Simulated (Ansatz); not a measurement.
Reaction (ligand exchange at the Si–C bond): `NB([SiH3])C[SiH3]` + `C=NCS` → `C=NCS[SiH3]` + `CB(N)[SiH3]`

Computed with Ansatz on PBE0-D4/def2-TZVP structures; ΔE is electronic, products minus reactants. CBS: MP2 limit from def2 TZ/QZ plus the TZ coupled-cluster correction, frozen cores. Each species was taken in one conformer, which may not be the lowest.

| species | CCSD(T)/CBS(def2) energy (Eh) |
| --- | --- |
| `NB([SiH3])C[SiH3]` | -701.76866 |
| `C=NCS` | -531.54994 |
| `C=NCS[SiH3]` | -821.85226 |
| `CB(N)[SiH3]` | -411.48616 |

Q: Work out ΔE.

A: ΔE = (-821.85226) + (-411.48616) − (-701.76866) − (-531.54994) = -0.01982 Eh = -52.0 kJ/mol.

Largest T1 diagnostic among the species: 0.013.
